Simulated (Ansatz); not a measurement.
Input for Ansatz (a first-principles code): R-PBE0/def2-TZVPP on H2OSSi (SMILES O[Si]S), a point of a torsion scan.

Ansatz 0.2 input:
```yaml
crystal:
  periodic: [false, false, false]
  atoms:
    - {symbol: O, position_ang: [-1.06574093, 0.27630525, -0.14622932]}
    - {symbol: Si, position_ang: [-0.10852800, -0.91666606, -0.70056440]}
    - {symbol: S, position_ang: [1.47983637, -0.68607324, 0.80762420]}
    - {symbol: H, position_ang: [-1.93659258, 0.50183630, -0.45792477]}
    - {symbol: H, position_ang: [2.40990087, -0.43197945, -0.10293542]}
basis:
  gaussian:
    orbitals: def2-TZVPP
hamiltonian:
  xc: {name: PBE0}
scf: {lower_state_search: off}
```

Problem. Give the final energy of this run.

Solution. -763.8606 hartree.
